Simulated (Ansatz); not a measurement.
`[SiH3]O[SiH2][SiH3]` + `C=N` → `C=N[SiH2]O[SiH3]` + SiH₄ at 400 K and 1 bar (cleavage of the Si–Si bond).

Computed with Ansatz on PBE0-D4/def2-TZVP structures; ΔE is electronic, products minus reactants. CBS: MP2 limit from def2 TZ/QZ plus the TZ coupled-cluster correction, frozen cores. This one scheme is used for every species. Each species was taken in one conformer, which may not be the lowest.

```json
{"species": "`[SiH3]O[SiH2][SiH3]`", "CCSD(T)/CBS energy (Eh)": "-947.28799", "H − E (kJ/mol)": "227.4", "S (J/(mol·K))": "435.6"}
{"species": "`C=N`", "CCSD(T)/CBS energy (Eh)": "-94.52360", "H − E (kJ/mol)": "119.4", "S (J/(mol·K))": "238.9"}
{"species": "`C=N[SiH2]O[SiH3]`", "CCSD(T)/CBS energy (Eh)": "-750.37116", "H − E (kJ/mol)": "242.8", "S (J/(mol·K))": "424.4"}
{"species": "SiH₄", "CCSD(T)/CBS energy (Eh)": "-291.46306", "H − E (kJ/mol)": "96.9", "S (J/(mol·K))": "218.6"}
```

H − E and S are ideal-gas, rigid-rotor, harmonic terms from PBE0-D4/def2-TZVP, for one conformer and one mirror image of each species. 1 Eh = 2625.50 kJ/mol, R = 8.31446 J/(mol·K).

Problem. By hand: ΔE, ΔH, ΔS and ΔG.

Solution. ΔE = (-750.37116) + (-291.46306) − (-947.28799) − (-94.52360) = -0.02263 Eh = -59.4 kJ/mol. Δ(H − E) = 242.8 + 96.9 − 227.4 − 119.4 = -7.1, so ΔH = -66.5 kJ/mol. ΔS = 424.4 + 218.6 − 435.6 − 238.9 = -31.5 J/(mol·K). ΔG = -66.5 − 400 × (-31.5)/1000 = -53.9 kJ/mol.

Problem. By hand: the equilibrium constant, and the temperature at which ΔG would vanish if ΔH and ΔS stayed fixed.

Solution. log₁₀ K = −ΔG/(RT ln 10) = 7.0. ΔG = 0 at ΔH/ΔS = 2111 K.

ΔH outweighs TΔS. A doubt of 5 kJ/mol in ΔE shifts log₁₀ K by 0.7 here. Other conformers and mirror images would add mixing entropy, several J/(mol·K) or more a flexible species. Modes under 60 cm⁻¹, often nearly free rotors, make the harmonic entropy too high. These are equilibria of isolated gas molecules and say nothing of rates. Largest T1 diagnostic: 0.013 (customary marks: 0.02 for closed shells, 0.045 for open ones).
